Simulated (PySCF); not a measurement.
A mixed set of molecules. Theory: PySCF, TDDFT wB97X-D/def2-SVPD, vertical, gas phase, core orbitals frozen in the response. Geometries: GFN2-xTB; one conformer of each isolated species. Triplets are in the Tamm–Dancoff approximation. 'Strongest' means the level of largest summed f among the lowest 8 singlets; it needn't be the same kind of state in each.

Question: Rank by computed LUMO energy, lowest first.
A. `[SiH3]O[SiH]1C=CC=C1`
B. `C=C1C=CO[SiH2][SiH2]1`
C. `CC#CCCF`
D. `F[C@@H]1CC12CC2`
E. `C#C[C@@H]1C[SiH2]O[SiH2]1`
F. `Cl[C@H]1CC[SiH2]O[SiH2]1`

Answer: A (0.03 eV), B (0.60 eV), F (1.56 eV), E (1.74 eV), C (2.19 eV), D (2.50 eV).

| SMILES | LUMO (eV) | S1 (eV) | gap (eV) | first f ≥ 0.01 (nm) | α (au) | f (strongest) | S1 mainly |
| --- | --- | --- | --- | --- | --- | --- | --- |
| [SiH3]O[SiH]1C=CC=C1 | 0.03 | 4.14 | 8.56 | 300 | 94.0 | 0.08 | H→L (98%) |
| C=C1C=CO[SiH2][SiH2]1 | 0.60 | 4.84 | 8.65 | 256 | 104.9 | 0.25 | H→L (95%) |
| Cl[C@H]1CC[SiH2]O[SiH2]1 | 1.56 | 6.69 | 11.21 | 150 | 97.0 | 0.02 | H→L (67%) |
| C#C[C@@H]1C[SiH2]O[SiH2]1 | 1.74 | 6.38 | 10.95 | 172 | 93.7 | 0.04 | H→L+2 (22%) |
| CC#CCCF | 2.19 | 6.71 | 11.54 | 172 | 61.2 | 0.03 | H→L+2 (39%) |
| F[C@@H]1CC12CC2 | 2.50 | 8.00 | 12.28 | 145 | 56.4 | 0.03 | H→L (62%) |

H and L stand for HOMO and LUMO.
